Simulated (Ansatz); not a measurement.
H$_{3}$Al (SMILES [AlH3]), singlet, at a GFN2-xTB geometry (such geometries of metal compounds can be far from the true shape); Ansatz (an electronic-structure program) with BHLYP/def2-TZVP.

Input for Ansatz:
Ansatz 0.2 input:
```yaml
crystal:
  periodic: [false, false, false]
  atoms:
    - {symbol: Al, position_ang: [-0.00000000, -0.00000000, -0.00000000]}
    - {symbol: H, position_ang: [0.64279377, -0.45514932, 1.33855567]}
    - {symbol: H, position_ang: [-0.27575805, 1.50677855, -0.25622634]}
    - {symbol: H, position_ang: [-0.36703572, -1.05162922, -1.08232933]}
basis:
  gaussian:
    orbitals: def2-TZVP
hamiltonian:
  xc: {name: BHLYP}
```

What the program printed (banner, timings and long lists left out):

```
Functional definition: BHLYP
424 factors; their error is unknown
mean field evaluation 1: about -6644.8624 eV, gradient 7.9e0 eV
mean field evaluation 2: about -6645.0698 eV, gradient 1.1e0 eV
mean field evaluation 4: about -6645.0743 eV, gradient 6.5e-2 eV
mean field evaluation 8: about -6645.1028 eV, gradient 6.7e-5 eV
mean field -6645.10283559 eV, -244.2030249954 hartree, gradient 6.7e-5 eV, S^2 0.000000; 0 other end points of the search recorded, 0 dependent functions left out
reference -6645.10299199 eV, -244.2030307430 hartree; 8, 8 occupied and 47, 47 virtual orbitals, 424 factors
Total energy: -6645.10299199 eV, -244.2030307430 hartree
```
